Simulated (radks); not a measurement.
Values are calculated unless marked as measured or tabulated.
Excited configurations of the tungsten ion W+: one electron is placed in a higher orbital outside [Xe] 4f14 5d4. The ground configuration is [Xe] 4f14 5d4 6s1. Code: a radial shooting solver on a logarithmic mesh with Libxc functionals. Model: scalar-relativistic Kohn-Sham, PBE, spin-polarised, spherical densities, finite nucleus; open shells are filled with parallel spins first (spin-orbit coupling, left out, can overturn this in heavy ions); Fermi nuclear charge, rms radius 5.3658 fm. Excitation = E - E(ground); binding = E(ion) - E, where the ion is the core of charge +2; n* = 2/sqrt(2 binding) in atomic units, and the quantum defect is n - n*.

outer orbital  excitation (eV)  binding (eV)  quantum defect  eigenvalue (eV)  <r> (bohr)
5f                      12.768         3.717           1.174           -2.618       8.156
6p                       5.765        10.720           3.747           -8.034       3.751
6d                      10.980         5.506           2.856           -4.075       6.370
6f                      13.914         2.571           1.399           -1.928       13.76
7s                       9.798         6.687           4.147           -5.342       6.482
7p                      11.300         5.185           3.760           -4.113       7.938
7d                      13.125         3.360           2.976           -2.611       11.56
7f                      14.646         1.839           1.560           -1.449       20.76

The Delta-SCF ionisation energy is 16.485 eV (NIST Atomic Spectra Database: 16.4 eV, semi-empirical). Self-interaction in the functional shifts the binding energies and quantum defects, so they are the method's values and not measured ones. Open shells are spherical and high-spin; term and fine-structure splittings are not resolved. Spin-orbit splitting is averaged out at the scalar-relativistic level.
